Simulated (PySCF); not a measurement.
TPSSh on P⁺ (phosphorus, charge +1), [Ne] 3s1 3p2 3d1, one real determinant (an excited configuration). Calculation: PySCF 2.14, in dyall-av3z (19s12p3d2f, 84 functions); the spin-free X2C one-electron Hamiltonian (Gaussian nucleus).

```
cycle= 1 E= -341.088651082358  delta_E= -0.0095  |g|= 0.0158  |ddm|= 0.332
cycle= 2 E= -341.091947176091  delta_E= -0.0033  |g|= 0.0128  |ddm|= 0.337
cycle= 3 E= -341.093150881541  delta_E= -0.0012  |g|= 0.00995  |ddm|= 0.169
cycle= 4 E= -341.094432011078  delta_E= -0.00128  |g|= 0.00193  |ddm|= 0.378
cycle= 5 E= -341.094450168209  delta_E= -1.82e-05  |g|= 0.00111  |ddm|= 0.0299
cycle= 6 E= -341.094458222312  delta_E= -8.05e-06  |g|= 0.000205  |ddm|= 0.04
cycle= 7 E= -341.094458373541  delta_E= -1.51e-07  |g|= 4.53e-05  |ddm|= 0.00444
cycle= 8 E= -341.094458376277  delta_E= -2.74e-09  |g|= 8.8e-06  |ddm|= 0.000725
cycle= 9 E= -341.094458376409  delta_E= -1.32e-10  |g|= 6.22e-07  |ddm|= 0.000144
converged SCF energy = -341.094458376409  <S^2> = 6.0000205  2S+1 = 5.0000082
```

Highest occupied orbital energy: -7.222 eV; ⟨L²⟩ = 5.24; populations by l: s 5.46, p 8.00, d 0.54, f 0.00.

**Question.** Can this result be used?

**Answer.** Not for this state. Self-consistency was reached. ⟨L²⟩ = 5.24 against 12 for a pure F term, so this real determinant mixes terms. The outer electron is Rydberg-like, and this basis confines it to a smaller radius and binds it less than a complete one would. The s, p, d and f populations moved away from the nominal configuration during the SCF.
